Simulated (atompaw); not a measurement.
**An all-electron radial function and its pseudo partner (aluminium (Al))**

Columns: radius, all-electron u(r) and pseudo u(r) of the 3p shell (level -2.71 eV) of aluminium in the configuration [Ne] 3s2 3p1; PBE, scalar-relativistic, PAW (atompaw) scheme, atompaw 4.2.0.5.

| r (bohr) | all-electron | pseudo |
| --- | --- | --- |
| 0.098 | -0.0711 | 0.0024 |
| 0.196 | -0.1600 | 0.0095 |
| 0.294 | -0.2070 | 0.0212 |
| 0.392 | -0.2117 | 0.0373 |
| 0.490 | -0.1854 | 0.0574 |
| 0.588 | -0.1396 | 0.0812 |
| 0.687 | -0.0824 | 0.1085 |
| 0.785 | -0.0208 | 0.1382 |
| 0.883 | 0.0418 | 0.1700 |
| 0.981 | 0.1030 | 0.2034 |
| 1.079 | 0.1613 | 0.2376 |
| 1.177 | 0.2157 | 0.2722 |
| 1.275 | 0.2658 | 0.3066 |
| 1.373 | 0.3115 | 0.3401 |
| 1.471 | 0.3527 | 0.3722 |
| 1.569 | 0.3897 | 0.4026 |
| 1.667 | 0.4228 | 0.4307 |
| 1.765 | 0.4517 | 0.4563 |
| 1.863 | 0.4767 | 0.4792 |
| 1.962 | 0.4981 | 0.4993 |
| 2.060 | 0.5156 | 0.5161 |
| 2.158 | 0.5298 | 0.5299 |
| 2.256 | 0.5407 | 0.5408 |
| 2.354 | 0.5488 | 0.5488 |
| 2.452 | 0.5543 | 0.5543 |
| 2.550 | 0.5573 | 0.5573 |

(1) How many radial nodes do the two functions have?

(2) Is the pseudo-wave norm-conserving?

Results:

(1) The all-electron 3p function has n − l − 1 = 1; the pseudo-wave has 0, since the states of the same l below it are removed with the core.

(2) No, it belongs to a PAW set: the norm inside the radius is not constrained, and the difference is carried by the augmentation charge.
